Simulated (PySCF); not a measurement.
Computed shifts of a molecule C3H6FNSi, PBE0/pcSseg-1 in PySCF, GIAO, gas phase, atoms alike by connectivity averaged where their shifts nearly agree, in ppm (number of nuclei): ¹⁵N: 64.3 (1). ¹³C: 230.8 (1), 156.5 (1), 111.4 (1). ¹⁹F: -151.6 (1). ²⁹Si: -69.2 (1). ¹H: 6.90 (1), 4.57 (3), 2.55 (1), 2.26 (1). References: ¹⁵N against NH3 (σ = 267.4 ppm); ¹³C against TMS (σ = 186.3 ppm); ¹⁹F against CFCl3 (σ = 167.2 ppm); ²⁹Si against TMS (σ = 352.7 ppm); ¹H against TMS (σ = 31.56 ppm), references at their B3LYP-D3(BJ)/def2-TZVP geometries, non-relativistic. Geometry: PBE0-D3(BJ)/def2-SVP. One conformer was computed; it need not be the lowest.

Problem. Which molecule gave these data?
(A) C#C[C@H](N)[SiH2]F
(B) C[C@@H](C#N)[SiH2]F
(C) F/C=C\N=C/[SiH3]
(D) NC(F)=C=C[SiH3]

Solution. D, NC(F)=C=C[SiH3]
